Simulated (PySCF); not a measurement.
Se(Me)(OMe) (C2H6OSe), SMILES O([Se]C)C. Geometry optimised at PBE-D3(BJ)/def2-SVP. One conformer was computed; it need not be the lowest.

Q: Give the equilibrium geometry at PBE-D3(BJ)/def2-SVP (PySCF confirms it by a frequency run) as bond lengths and angles. (An estimate is asked for; the answer gives what the named calculation found.)

A: Several could match; the one computed here: 
Atoms: Se1 C2 H3 H4 H5 O6 C7 H8 H9 H10. Bonds (Å): Se1–C2 1.956, Se1–O6 1.844, C2–H3 1.109, C2–H4 1.107, C2–H5 1.106, O6–C7 1.419, C7–H8 1.115, C7–H9 1.111, C7–H10 1.114. Angles (°): C2–Se1–O6 97.9, Se1–C2–H3 106.3, Se1–C2–H4 111.6, Se1–C2–H5 109.6, H3–C2–H4 109.1, H3–C2–H5 109.4, H4–C2–H5 110.8, Se1–O6–C7 114.5, O6–C7–H8 112.9, O6–C7–H9 106.0, O6–C7–H10 112.9, H8–C7–H9 108.1, H8–C7–H10 108.1, H9–C7–H10 108.6.
